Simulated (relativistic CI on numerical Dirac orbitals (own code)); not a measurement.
## Se17+: q coefficients and field-shift factors

Computed by Dirac-Coulomb-Breit CI, KLI orbitals optimised for each configuration, derivatives by finite differences, unscaled Slater integrals, QED left out (own radial code, finite nucleus).

CI space (outside the closed core [Ne]): 3s²3p⁵, 3s3p⁶, 3s²3p⁴3d, 3s3p⁵3d, 3p⁶3d, 3s3p⁴3d², 3p⁵3d², 3p⁴3d³. Double excitations out of closed p, d and f shells are left out; levels of such configurations are missing from the list, as are those of other unlisted configurations, and high levels can miss mixing partners.

With x = (α/α₀)² − 1 an excitation energy changes as ω = ω₀ + qx; K = 2q/ω₀ is the relative enhancement. Terms are leading LS components, so labels can repeat. The field-shift factor is F = δν/δ⟨r²⟩ for the transition from the lowest level.

Lowest level 3s²3p⁵ ²P°3/2.

```
         Level  ω₀ (cm⁻¹)  q (cm⁻¹)       K  F (GHz/fm²)
 3s²3p⁵ ²P°1/2      65480     67830    2.07       -0.479
   3s3p⁶ ²S1/2     476859     76200    0.32        -47.6
3s²3p⁴3d ⁴D5/2     615957     22600  0.0734        0.399
3s²3p⁴3d ⁴D3/2     618399     21180  0.0685        0.365
3s²3p⁴3d ⁴D7/2     621229     30970  0.0997         0.44
3s²3p⁴3d ⁴D1/2     626537     28030  0.0895        0.331
3s²3p⁴3d ⁴F9/2     661264     20320  0.0615        0.613
3s²3p⁴3d ⁴F7/2     671380     16140  0.0481        0.496
3s²3p⁴3d ²P1/2     674562     55470   0.164       0.0617
3s²3p⁴3d ²D3/2     684884     26750  0.0781        0.204
3s²3p⁴3d ⁴P1/2     689630     35010   0.102       -0.669
3s²3p⁴3d ²P3/2     697710     65060   0.187       0.0124
3s²3p⁴3d ⁴F5/2     698275     58490   0.168        0.195
```

At this charge energies of transitions that change n are usually good to better than 1 %, and those within a shell (Δn = 0) to a few per cent.
